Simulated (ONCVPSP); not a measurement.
**Transferability test, ONCV potential for B**

boron (B), optimised norm-conserving Vanderbilt (ONCV), made with ONCVPSP 4.0.1 (LDA (Perdew-Wang 92), scalar-relativistic). Core [He], reference 2s2 2p1. Waves: 2s: rc 1.35 bohr, ncon 4, nbas 8, qcut 4.4 1/bohr, 2 projectors, debl 2.8 Ha; 2p: rc 2.05 bohr, ncon 3, nbas 8, qcut 3.9 1/bohr, 2 projectors, debl 1.1 Ha. Local part: polynomial inside 1.35 bohr (lpopt 4, dvloc0 2 Ha). Core correction: Teter function, fcfact 5, rcfact 1.15.

Energies are relative to the spin-unpolarised reference configuration 2s2 2p1; without spin polarisation the order of configurations can differ from experiment.

| valence configuration | charge | ΔE all-electron (eV) | error AE − PS (meV) |
| --- | --- | --- | --- |
| 2s1 2p0 | +2 | 33.619 | +187 |
| 2s2 2p0.5 | +0.5 | 2.940 | +6.5 |
| 2s1 2p1 | +1 | 14.277 | -15 |

(1) What are ΔE and the potential's error for 2s2 2p0?

Answers

(1) ΔE = 8.321 eV all-electron; the error (AE − PS) is +50 meV.
